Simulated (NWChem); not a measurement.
Species: SiNH$_{3}$OClF; SMILES F[Si](Cl)(O)N

```xyz
8

N     -0.9996    -1.1859     1.0049
Si     0.0382    -0.3157    -0.0236
O      1.6140    -0.6061     0.3191
F     -0.3540    -0.7790    -1.5183
Cl    -0.1407     1.7243     0.0128
H     -0.9409    -1.0630     2.0095
H     -1.9551    -1.3571     0.7109
H      1.8417    -1.5340     0.4384
```
Atoms are numbered in this order, from 1.

Level: PBE0/def2-SVP (NWChem), optimised geometry, unscaled harmonic frequencies. 

| frequency (cm⁻¹) | IR intensity (km/mol) |
|---|---|
| 165 | 4.5 |
| 193 | 16.8 |
| 227 | 30.4 |
| 277 | 7.4 |
| 319 | 18.7 |
| 333 | 26.2 |
| 384 | 108.6 |
| 445 | 180.2 |
| 560 | 163.8 |
| 794 | 107.3 |
| 812 | 9.6 |
| 873 | 221.5 |
| 955 | 178.8 |
| 1007 | 192.1 |
| 1540 | 69.8 |
| 3616 | 50.4 |
| 3716 | 55.2 |
| 3921 | 119.8 |

```yaml
zero_point_energy: 28.8 kcal/mol
thermal correction to the enthalpy at 298.15 K (with zero-point energy): 33.7 kcal/mol
heat capacity Cv: 23.1 cal/(mol K)
entropy at 298.15 K and 1 atm (symmetry number 1): 81.0 cal/(mol K)
dipole_moment: 3.36 D
```

Rigid rotor and harmonic oscillator.
